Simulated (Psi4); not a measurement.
F3Hf (SMILES [F][Hf]([F])[F]), doublet, geometry from GFN2-xTB (such geometries of metal compounds can be far from the true shape) (the multiplicity is a formal guess) (core potentials on Hf); Psi4 with TPSS/def2-SVP.

Here is a job for Psi4.
```
memory 2 GB

molecule mol {
0 2
Hf    0.013276    0.082528    0.030167
F     1.727390   -0.458054   -0.205200
F    -0.886426   -0.635459    1.430468
F    -0.947175    0.433287   -1.466602
}

set {
  basis def2-svp
  reference uks
}

energy('tpss')
print_variables()
```

The log (banner, timings and long lists left out):

```
   => Loading Basis Set <=

    Name: DEF2-SVP
    Role: ORBITAL
    Keyword: BASIS

    !!!  WARNING: ECP capability is in beta. Please check occupations closely.  !!!

         ---------------------------------------------------------
                                   SCF
               by Justin Turney, Rob Parrish, Andy Simmonett
                          and Daniel G. A. Smith
                              UKS Reference
         ---------------------------------------------------------

  ==> Geometry <==

    Molecular point group: c1
    Full point group: C1

    Geometry (in Angstrom), charge = 0, multiplicity = 2:

       Center              X                  Y                   Z               Mass
    ------------   -----------------  -----------------  -----------------  -----------------
         HF           0.011709661157     0.072789785570     0.026607107759   179.946557000000
         F            1.725823661157    -0.467792214430    -0.208759892241    18.998403162730
         F           -0.887992338843    -0.645197214430     1.426908107759    18.998403162730
         F           -0.948741338843     0.423548785570    -1.470161892241    18.998403162730

  Running in c1 symmetry.

  Rotational constants: A =      0.17706  B =      0.17706  C =      0.09302 [cm^-1]
  Rotational constants: A =   5308.16610  B =   5308.16181  C =   2788.69408 [MHz]
  Nuclear repulsion =  136.220451908673994

  Charge       = 0
  Multiplicity = 2
  Electrons    = 39
  Nalpha       = 20
  Nbeta        = 19

  ==> Algorithm <==

  SCF Algorithm Type is DF.
  DIIS enabled.
  MOM disabled.
  Fractional occupation disabled.
  Guess Type is SAD.
  Energy threshold   = 1.00e-06
  Density threshold  = 1.00e-06
  Integral threshold = 1.00e-12

  ==> Primary Basis <==

  Basis Set: DEF2-SVP
    Blend: DEF2-SVP
    Number of shells: 30
    Number of basis functions: 74
    Number of Cartesian functions: 82
    Spherical Harmonics?: true
    Max angular momentum: 3

  Core potential: DEF2-SVP
    Number of shells: 4
    Number of ECP primitives: 10
    Number of ECP core electrons: 60
    Max angular momentum: 3

  ==> DFT Potential <==

   => LibXC <=

    Version 7.1.2
    S. Lehtola, C. Steigemann, M. J. T. Oliveira, and M. A. L. Marques,  SoftwareX 7, 1–5 (2018) (10.1016/j.softx.2017.11.002)

   => Composite Functional: TPSS <=

    TPSS Meta-GGA XC Functional

    J. Tao, et al., Phys. Rev. Lett., 91, 146401, 2003

    Deriv               =              1
[...]
      Ntotal   =   39.0000472530 ; deviation = 4.725e-05

   @Spin Contamination Metric:   1.096389959E-03
   @S^2 Expected:                7.500000000E-01
   @S^2 Observed:                7.510963900E-01
   @S   Expected:                5.000000000E-01
   @S   Observed:                5.000000000E-01

    Orbital Energies [Eh]
    ---------------------

    Alpha Occupied:

[...]
    Alpha Virtual:

[...]
    Beta Occupied:

[...]
      19A     -0.365787

    Beta Virtual:

[...]
      74A    707.083325

    Final Occupation by Irrep:
              A
    DOCC [    19 ]
    SOCC [     1 ]
    NA   [    20 ]
    NB   [    19 ]

  @DF-UKS Final Energy:  -347.53159364358896

   => Energetics <=

    Nuclear Repulsion Energy =            136.2204519086739936
    One-Electron Energy =                -769.2330664188997389
    Two-Electron Energy =                 322.9839440760848674
    DFT Exchange-Correlation Energy =     -37.5029232094481202
    Empirical Dispersion Energy =           0.0000000000000000
    VV10 Nonlocal Energy =                  0.0000000000000000
    Total Energy =                       -347.5315936435889625

  UHF NO Occupations:
  HONO-2 :   18  A 1.9998621
  HONO-1 :   19  A 1.9998322
  HONO-0 :   20  A 1.0000000
  LUNO+0 :   21  A 0.0001678
  LUNO+1 :   22  A 0.0001379
  LUNO+2 :   23  A 0.0001378
  LUNO+3 :   24  A 0.0000626

Computation Completed

Properties will be evaluated at   0.000000,   0.000000,   0.000000 [a0]

Properties computed using the SCF density matrix

 Multipole Moments:

 ------------------------------------------------------------------------------------
     Multipole            Electronic (a.u.)      Nuclear  (a.u.)        Total (a.u.)
 ------------------------------------------------------------------------------------

 L = 1.  Multiply by 2.5417464519 to convert [e a0] to [Debye]
 Dipole X            :          1.6573254           -1.6207694            0.0365560
 Dipole Y            :         10.3024773          -10.0750528            0.2274244
 Dipole Z            :          3.7658431           -3.6827697            0.0830734
 Magnitude           :                                                    0.2448661

 ------------------------------------------------------------------------------------

  Variable Map:
  ----------------------------------------------------------------------------
[...]
  Array Variable Map:
  ----------------------------------------------------------------------------
[...]
[...]
```
